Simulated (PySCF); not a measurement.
**[Pb(NH2)2]2+: from a saddle point downhill**

PySCF 2.14.0, RKS PBE0, Pb def2-SVP with ECP60, N def2-SVP, H def2-SVP; non-relativistic Hamiltonian with scalar-relativistic core potentials where named; density fitting; no spin-orbit coupling. Relaxed within the symmetry of its start, the geometry (C2v) is

```xyz
7

Pb    0.0000    0.0000   -0.0809
N     1.9982    0.0000    0.5703
H     2.4998   -0.8381    0.2139
H     2.4998    0.8381    0.2139
N    -1.9982    0.0000    0.5703
H    -2.4998    0.8381    0.2139
H    -2.4998   -0.8381    0.2139
```

and its lowest harmonic modes are -167, 106, 209, 420, 501, 825 cm⁻¹ (negative: unstable). It was moved along the lowest mode and relaxed again, within the group C2 that the move left.

**Question.** Where does it end, and how much lower?

**Answer.** In C2, 0.029 eV lower, after 13 steps:
```xyz
7

Pb    0.0000    0.0000   -0.0527
N     2.0048   -0.1163    0.5130
H     2.5756   -0.5718   -0.2249
H     2.3953    0.8302    0.6959
N    -2.0048    0.1163    0.5130
H    -2.5756    0.5718   -0.2249
H    -2.3953   -0.8302    0.6959
```

**Question.** How do the contacts change?

**Answer.** 
```csv
contact,saddle (Å),end (Å)
Pb1–N2 (NH2),2.102,2.086
Pb1–N5 (NH2),2.102,2.086
```


**Question.** Is the end a minimum?

**Answer.** Yes; lowest modes 96, 202, 221, 418, 518, 836 cm⁻¹.

State: singlet.
